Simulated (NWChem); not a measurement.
# Lowest excitation of H$_{6}$GeSn

SMILES: [SnH3][GeH3]
```xyz
8

Sn    -0.1004     1.0390     0.0000
Ge     0.1527    -1.5787     0.0000
H      0.6420     1.7202     1.3956
H     -1.7634     1.4833     0.0000
H      0.6420     1.7202    -1.3956
H      1.6424    -1.9825     0.0000
H     -0.5150    -2.1878    -1.2512
H     -0.5150    -2.1878     1.2512
```
Charge 0, spin multiplicity 1.

Program: NWChem. Structure: optimised with B3LYP/def2-SVP with def2 effective core potentials on Sn, with no frequency check, so it may be a saddle point.

Basis set: def2-SVP.

```json
[
 {"method": "TD-B3LYP", "lowest vertical singlet excitation energy (eV)": "7.10", "relative cost": "3", "difference from EOM-CCSD": "-0.42"},
 {"method": "CIS", "lowest vertical singlet excitation energy (eV)": "7.90", "relative cost": "under 3", "difference from EOM-CCSD": "+0.37"},
 {"method": "TD-LDA (SVWN5)", "lowest vertical singlet excitation energy (eV)": "6.77", "relative cost": "1", "difference from EOM-CCSD": "-0.75"},
 {"method": "EOM-CCSD", "lowest vertical singlet excitation energy (eV)": "7.52", "relative cost": "under 3", "difference from EOM-CCSD": "0.00"},
 {"method": "TD-PBE", "lowest vertical singlet excitation energy (eV)": "6.86", "relative cost": "under 3", "difference from EOM-CCSD": "-0.66"}
]
```

The values span 1.13 eV, from TD-LDA (SVWN5) (lowest) to CIS (highest). Relative cost: rough, from shared machines, SCF included, TD-LDA (SVWN5) = 1.

Effective core potentials replace the inner electrons of Sn; spin-orbit coupling is left out. The correlated methods keep 13 core orbitals frozen. B3LYP has NWChem's definition, with VWN1-RPA local correlation. The structure started from a generated list of species. Coupled-cluster values serve here as a point of comparison, not as the truth.
